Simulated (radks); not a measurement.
Problem. Species: Co10+. Configuration: [Ne] 3s2 3p5. Method: non-relativistic Kohn-Sham, PBEsol, spin-polarised, spherical densities, point nucleus; open shells are filled with parallel spins first; computed with a radial shooting solver on a logarithmic mesh with Libxc functionals. Some entries of the table are withheld. Estimate them.

| orbital | occ. | eigenvalue (hartree) | <r^2> (bohr^2) |
|---|---|---|---|
| 1s up | 1 | -285.6812 | 0.004349 |
| 1s down | 1 | -285.6551 | 0.004349 |
| 2s up | 1 | (1) | 0.07837 |
| 2s down | 1 | (2) | 0.07830 |
| 2p up | 3 | -37.98909 | (3) |
| 2p down | 3 | -37.95910 | (4) |
| 3s up | 1 | -12.06867 | 0.5608 |
| 3s down | 1 | -11.98017 | 0.5627 |
| 3p up | 3 | -10.73953 | (5) |
| 3p down | 2 | -10.65167 | (6) |

Solution. 
(1) 2s up eigenvalue (hartree): -42.22751
(2) 2s down eigenvalue (hartree): -42.20606
(3) 2p up <r^2> (bohr^2): 0.06224
(4) 2p down <r^2> (bohr^2): 0.06221
(5) 3p up <r^2> (bohr^2): 0.5678
(6) 3p down <r^2> (bohr^2): 0.5702
